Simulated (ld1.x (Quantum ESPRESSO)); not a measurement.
What one change does to a pseudopotential (I, TM semilocal)

ld1.x (Quantum ESPRESSO) 7.5 input, shortened:

```
&input
   title='I', zed=53., rel=1, dft='PBE', iswitch=3,
   config='[Kr] 4d10 4f-2 5s2 5p4'
 /
 &inputp
   pseudotype=1, tm=.true., lloc=2,
   nlcc=.true., new_core_ps=.true., rcore=1.15
 /
4
5S  1  0   2.00   0.00  1.85  1.85  0.0
5P  2  1   4.00   0.00  1.95  1.95  0.0
4F  4  3  -2.00   0.25  1.90  1.90  0.0
4D  3  2  10.00   0.00  1.45  1.45  0.0
 &test
   configts(1)='4d10 5s2 5p4'
 /
```

All-electron outer shells of the reference configuration (PBE, scalar-relativistic, ld1.x):

```tsv
shell	level (eV)	outermost node (bohr)	outermost maximum (bohr)
4p	-137.13	0.37	0.72
4d	-59.81	0.35	0.78
5s	-26.25	0.88	1.70
5p	-15.35	0.96	1.97
```

Change: wave 4d (bound): rc 1.45 bohr becomes 4d (bound): rc 1.62 bohr.

Cutoffs: the cutoffs (Ry, on a coarse ladder) from which the occupation-weighted sum of valence levels, in a spherical-Bessel basis at the reference potential, stays within 10 and 1 mRy of its value at 400 Ry; they do not see the model core or the augmentation charge, which bear on the density cutoff. Errors are all-electron minus pseudo energies relative to the spin-unpolarised reference configuration.

Task: How do hardness, ghosts and transferability respond?

Result: The potential gets softer (100 Ry and 180 Ry → 90 Ry and 160 Ry); the errors of the 7 common tests hardly move; neither file shows a bound ghost. A larger radius leaves more room for a smooth pseudo-wave, so fewer plane waves are needed. A semilocal file is local in each channel, so a ghost entry of none says nothing of the separable form that plane-wave codes build from it.

```csv
quantity,base,changed
"cutoff, loose",100 Ry,90 Ry
"cutoff, tight",180 Ry,160 Ry
loose cutoff by channel (10 mRy a level),"s 25 Ry, p 15 Ry, d 90 Ry","s 25 Ry, p 15 Ry, d 80 Ry"
bound ghosts,none,none
"error for 4d10 5s2 5p5, meV [ΔE -11.13 eV]",+5.5,+5.5
"error for 4d10 5s2 5p3, meV [ΔE 19.85 eV]",-1.6,-1.7
"error for 4d10 5s2 5p2, meV [ΔE 49.17 eV]",+3.2,+3.0
"error for 4d10 5s2 5p5.3, meV [ΔE -12.91 eV]",+7.3,+7.3
"error for 4d10 5s1 5p5, meV [ΔE 10.98 eV]",-3.8,-3.9
"error for 4d9 5s2 5p5, meV [ΔE 47.12 eV]",-378,-346
"error for 4d9 5s2 5p6, meV [ΔE 34.73 eV]",-448,-415
s: phases at 2.14 bohr within 0.05 rad from the reference energy up to (Ry; the scan ends near 5),3.0,3.0
p: phases at 2.14 bohr within 0.05 rad from the reference energy up to (Ry; the scan ends near 5),4.1,4.1
d: phases at 2.14 bohr within 0.05 rad from the reference energy up to (Ry; the scan ends near 5),0.5,-0.0
f: phases at 2.14 bohr within 0.05 rad from the reference energy up to (Ry; the scan ends near 5),2.2,2.2
```
